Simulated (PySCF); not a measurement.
C₃H₉Si, SMILES [CH2][SiH](C)C, multiplicity 2. Atoms are numbered in the order given.

```xyz
13

C     -0.1407     1.7816     0.3907
Si    -0.0669     0.0856    -0.3690
C     -1.3902    -1.0367     0.3842
C      1.6330    -0.6908    -0.0829
H     -0.3958     2.6882    -0.1695
H      0.0640     1.9533     1.4551
H     -0.3127     0.2154    -1.8388
H     -1.3454    -2.0447    -0.0605
H     -2.4012    -0.6330     0.2170
H     -1.2404    -1.1381     1.4718
H      2.4331    -0.0828    -0.5338
H      1.6805    -1.7007    -0.5228
H      1.8418    -0.7808     0.9960
```
Charge 0, spin multiplicity 2.

Coordinates come from a B3LYP-D3(BJ)/def2-SVP optimisation. A frequency run showed that this geometry is not a minimum. The isomer is the one that the SMILES or the coordinates give; other isomers of the formula were not compared.

Computed with PBE0/pcH-1 in PySCF.

Unrestricted Kohn–Sham, ⟨S²⟩ = 0.754. Hyperfine tensors hold the contact and dipolar terms, without spin-orbit corrections.

Problem. Estimate the hyperfine couplings. (Estimate from the structure and the level; the computed values follow.)

Solution. 
```csv
nucleus,A(iso) (MHz),A(iso) (G),dipolar principal values (MHz)
13C no. 1,83.0,29.6,"-75.5, -75.2, 150.7"
29Si no. 2,47.9,17.1,"-2.8, -0.4, 3.2"
13C no. 3,29.4,10.5,"-3.0, -2.8, 5.8"
13C no. 4,24.7,8.8,"-2.6, -2.4, 5.1"
1H no. 5,-65.9,-23.5,"-36.1, -0.9, 36.9"
1H no. 6,-64.7,-23.1,"-36.0, -1.0, 37.0"
1H no. 7,-2.1,-0.7,"-3.4, -2.7, 6.0"
1H no. 8,9.6,3.4,"-2.1, -1.0, 3.1"
1H no. 9,-1.9,-0.7,"-3.3, -1.3, 4.7"
1H no. 10,-2.1,-0.8,"-2.9, -1.4, 4.2"
1H no. 11,-1.6,-0.6,"-3.2, -1.4, 4.6"
1H no. 12,8.1,2.9,"-1.9, -1.0, 3.0"
1H no. 13,-1.9,-0.7,"-2.6, -1.5, 4.1"
```
